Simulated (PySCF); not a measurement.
Structure problem from calculated spectra and properties.

Formula: F2H5NSi2.

* Polarisability: 60.6 au [wB97X-D/def2-SVPD]
* Rotational structure: rotational constants A, B, C: 3.891, 2.081, 1.972 GHz [GFN2-xTB]
* Triplet: lowest triplet excitation (Tamm–Dancoff): 6.36 eV [TDA wB97X-D/def2-SVPD]
* XPS: Si2p3/2 107.1, Si2p3/2 108.5, N1s 405.2, F1s 692.3 (×2), Si1s 1846.7, Si1s 1848.7 eV [ΔSCF SCAN, pcX-2 on the ionised atom, pcseg-1 elsewhere, spin-free X2C, 2p3/2 from a spin–orbit splitting computed afterwards within the 2p shell]
* UV, first state: lowest singlet excitation: 6.82 eV (182 nm, f = 0.019) [TDDFT wB97X-D/def2-SVPD]
* 1H NMR: chemical shifts (computed TMS as zero) by class: 3.40 (3 H), 1.47 (2 H) ppm [GIAO PBE0/pcSseg-1]

Electronic properties: PySCF, gas phase, density fitting. Levels stand in brackets. Geometry: GFN2-xTB, one conformer, isolated molecule. NMR classes are plain means over equivalent atoms (diastereotopic ones count apart unless rotation or inversion swaps them), as if these changed places fast.

**Question.** Give a SMILES that accounts for the data.

**Answer.** Numbering: `[NH2:1][Si:2]([F:3])([F:4])[SiH3:5]`. Its formula, F2H5NSi2, gives 0 degrees of unsaturation, so no ring and no π bond. Hydrogen classes from least to most shielded: 3 H on an SiH3 silicon, Si5 (3.40 ppm), 2 H on a silicon-bound nitrogen, N1 (1.47 ppm, a mean of values up to 0.5 ppm apart in this geometry). The core levels belong to: Si2p3/2 107.1 eV, SiH3 silicon [Si5]; Si2p3/2 108.5 eV, fluorine-bound silicon [Si2]; N1s 405.2 eV, silicon-bound nitrogen [N1]; F1s 692.3 eV, silicon-bound fluorine [F3/F4]; Si1s 1846.7 eV, SiH3 silicon [Si5]; Si1s 1848.7 eV, fluorine-bound silicon [Si2]. One atom of each topological class was ionised and stands for its class. By its constants the optimised geometry is an asymmetric top. Structure: `[Si]([SiH3])(F)(F)N`. The assignments are read from this structure; whether some other isomer fits the data as well wasn't checked.

Shape of the structure used: `[NH2:1][Si:2]([F:3])([F:4])[SiH3:5]`: H–N1–Si2–F3 -170°, H–N1–Si2–F3 41°.
